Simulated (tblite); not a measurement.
`[CH2][C@@H](C)Oc1cc1=O` [radical] (doublet state). The geometry is computed with GFN2-xTB (gas phase). This method treats the open shell by occupation alone, without spin polarisation.

```
atom  x, y, z in Å
C1    -1.1408    1.2012   -1.1513
C2    -0.7921    0.3601   -0.0270
C3    -1.9268   -0.5046    0.4920
O4     0.2816   -0.6380   -0.5034
C5     1.4680   -0.5236   -0.0534
C6     2.3516    0.1407    0.7466
C7     2.8640   -0.9522    0.0279
O8     3.7062   -1.7181   -0.3274
H9    -0.5231    2.0380   -1.4164
H10   -1.8779    0.8701   -1.8567
H11   -0.3066    0.9197    0.7797
H12   -2.3254   -1.1131   -0.3151
H13   -1.5757   -1.1592    1.2861
H14   -2.7181    0.1306    0.8819
H15    2.5108    0.9563    1.4147
```

(1) Where is the centre of mass (commonest isotopes), and what is the radius of gyration?

(2) What is the longest distance between nuclei?

(3) Work out the bond lengths C2–O4, C2–H11, C3–H14, C5–C7, C6–C7, C6–H15 in Å.

(4) What are the angles C3–C2–H11, C2–O4–C5, O4–C5–C7, C6–C5–C7, C5–C6–C7, C6–C7–O8?

(5) Give the dihedral angles H9–C1–C2–H11, C2–O4–C5–C6, H9–C1–C2–O4, O4–C5–C7–C6, C1–C2–C3–H14.

(6) Write the matrix of distances between heavy atoms (Å, lower triangle).

Answers

(1) Mass 111.045 u; centre at (0.818, -0.345, -0.109) Å; Rg = √(Σ m r²/M) = 2.241 Å. As Ia + Ib + Ic = 2 Σ m r², the three principal moments sum to 1115.2 u·Å².

(2) O8···H14, 6.79 Å; the next longest distance is 6.34 Å.

(3) For C2–O4 the difference vector is (1.0737, -0.9981, -0.4764) Å, of length 1.5414 Å. C2–O4 1.541; C2–H11 1.095; C3–H14 1.087; C5–C7 1.463; C6–C7 1.405; C6–H15 1.066 Å.

(4) From the scalar product of the two bond vectors; for C3–C2–H11 it is -0.6161 Å² over 1.5181 × 1.0953 Å², cos θ = -0.3705. C3–C2–H11 111.7°; C2–O4–C5 118.8°; O4–C5–C7 151.9°; C6–C5–C7 59.5°; C5–C6–C7 63.7°; C6–C7–O8 155.5°.

(5) H9–C1–C2–H11 33° (synclinal); C2–O4–C5–C6 0° (synperiplanar); H9–C1–C2–O4 -81° (synclinal); O4–C5–C7–C6 180° (antiperiplanar); C1–C2–C3–H14 -64° (synclinal). Dihedral signs follow IUPAC: positive where, seen along the central bond, the front bond turns clockwise onto the rear one.

(6) 
```
C1    0.000
C2    1.447  0.000
C3    2.496  1.518  0.000
O4    2.414  1.541  2.426  0.000
C5    3.315  2.427  3.438  1.274  0.000
C6    4.114  3.245  4.334  2.540  1.365  0.000
C7    4.697  3.885  4.834  2.655  1.463  1.405  0.000
O8    5.718  4.964  5.820  3.595  2.552  2.538  1.193  0.000
```

Its lowest GFN2-xTB frequency is 5i cm⁻¹, too small to tell a flat minimum from a shallow saddle. 3 starts were optimised and ended at 0.00, 1.15 and 1.16 kcal/mol (GFN2-xTB); the lowest of these is shown.

The run took 0.63 s on an Arm Neoverse V1 with one thread (shared host). This is the geometry optimisation.

One conformer stands for the species.
